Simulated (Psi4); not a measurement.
# B2NH2OF (SMILES OB1NB1F): entropy by statistical mechanics

A singlet with charge 0, relaxed at B3LYP-D3(BJ)/def2-SVP (density fitting) (Psi4 1.11):

```xyz
7

O    -1.2828    0.1758    1.3151
B    -0.3825    0.1460    0.3118
N     0.6351   -0.7706   -0.0959
B     0.5876    0.3427   -0.9568
F     1.2545    0.7270   -2.0330
H    -1.8329    0.9685    1.2911
H     1.0858   -1.6588    0.1202
```

Harmonic wavenumbers in cm⁻¹: 243, 269, 478, 513, 548, 629, 770, 800, 986, 1026, 1248, 1417, 1676, 3523, 3861.

Masses in u: O 15.999, B 10.81, N 14.007, F 18.998, H 1.008. Take T = 298.15 K, p = 1 bar, R = 8.3145 J/(mol K), kT/hc = 207.22 cm⁻¹, rigid rotor and harmonic oscillator.

**Question.** Work out S° at 298 K.

**Answer.** 
1. Translation (Sackur–Tetrode): S = R[3/2 ln M + 5/2 ln T − 1.1517] with M = 72.64 gives 162.3 J/(mol K).
2. Rotation: principal moments 26.252, 176.233, 202.485 u Å² give A, B, C = 0.6422, 0.0957, 0.0833 cm⁻¹; the symmetry number is σ = 1; q = (√π/σ)√((kT/hc)³/ABC) = 73894; S = R(ln q + 3/2) = 105.7.
3. Vibration: with u = ν̃/207.22, each mode gives R[u/(eᵘ − 1) − ln(1 − e⁻ᵘ)]; the sum is 26.6, most from 243 cm⁻¹ (7.5), 269 cm⁻¹ (6.7), 478 cm⁻¹ (3.0).
4. Spin: R ln 1 = 0.0.
5. Sum: 162.3 + 105.7 + 26.6 + 0.0 = 294.6 J/(mol K).

No measured value is set beside it here. Where a soft mode is a torsion, a harmonic oscillator describes it poorly. One conformer is counted; others would raise S.
